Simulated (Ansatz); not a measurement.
IK (SMILES [K][I]), singlet, geometry from GFN2-xTB (such geometries of metal compounds can be far from the true shape) (all electrons, no relativity); B97M-V/STO-3G run with Ansatz (a program for electronic structure).

Ansatz was given this input:
Ansatz 0.2 input:
```yaml
crystal:
  periodic: [false, false, false]
  atoms:
    - {symbol: K, position_ang: [-0.00000000, -0.00000000, -2.32381628]}
    - {symbol: I, position_ang: [0.00000000, 0.00000000, 0.83306621]}
basis:
  gaussian:
    orbitals: STO-3G
hamiltonian:
  xc: {name: B97M-V}
```

Write the output that Ansatz gives for this input, abridged.


```
Functional definition: B97M-V
444 factors; integrals over basis functions are off by at most 5.0e-5 eV
mean field evaluation 1: about -202621.8711 eV, gradient 8.0e0 eV
mean field evaluation 2: about -202618.2983 eV, gradient 2.3e1 eV
mean field evaluation 4: about -202622.6625 eV, gradient 4.2e-1 eV
mean field evaluation 8: about -202622.6597 eV, gradient 1.5e-4 eV
mean field -202622.65969140 eV, -7446.2454010874 hartree, gradient 2.7e-5 eV, S^2 0.000000; 0 other end points of the search recorded, 0 dependent functions left out
reference -202622.65972764 eV, -7446.2454024191 hartree; 36, 36 occupied and 4, 4 virtual orbitals, 444 factors
Total energy: -202622.65972764 eV, -7446.2454024191 hartree
```
